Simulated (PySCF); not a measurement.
benzoquinone (C6H4O2), SMILES O=C1C=CC(=O)C=C1.

Coordinates come from a PBE0-D3(BJ)/def2-SVP optimisation.

The numbers are results of TDA-PBE/def2-SVPD in PySCF, not measurements.

Vertical excitations. Isolated molecule, no solvent. State labels are in the subgroup D2h.

Task: List the lowest excited states. (An estimate is asked for; the answer gives what the named calculation found.)

Result: 
```
state  symmetry  energy (eV)  λ (nm)      f                            main pairs
-----  --------  -----------  ------  -----  ------------------------------------
S1          B1g         1.95     636  0.000                       HOMO→LUMO 100 %
S2           Au         2.16     574  0.000                     HOMO−1→LUMO 100 %
S3          B3g         3.57     347  0.000                      HOMO−2→LUMO 95 %
S4          B3u         4.40     282  0.000                     HOMO→LUMO+1 100 %
S5          B2g         4.58     271  0.000                   HOMO−1→LUMO+1 100 %
S6          B1u         4.92     252  0.257  HOMO−3→LUMO 67 %, HOMO−2→LUMO+1 25 %
S7           Au         5.24     237  0.000                     HOMO→LUMO+2 100 %
S8          B1g         5.28     235  0.000                      HOMO−4→LUMO 93 %
S9          B1g         5.48     226  0.000                    HOMO−1→LUMO+2 93 %
S10         B2g         5.94     209  0.000                      HOMO−5→LUMO 99 %
T1          B1g         1.53     813      0                       HOMO→LUMO 100 %
T2           Au         1.74     714      0                     HOMO−1→LUMO 100 %
T3          B3g         2.81     442      0                      HOMO−2→LUMO 98 %
T4          B1u         2.81     441      0                      HOMO−3→LUMO 97 %
```
Triplets are in the Tamm–Dancoff approximation.
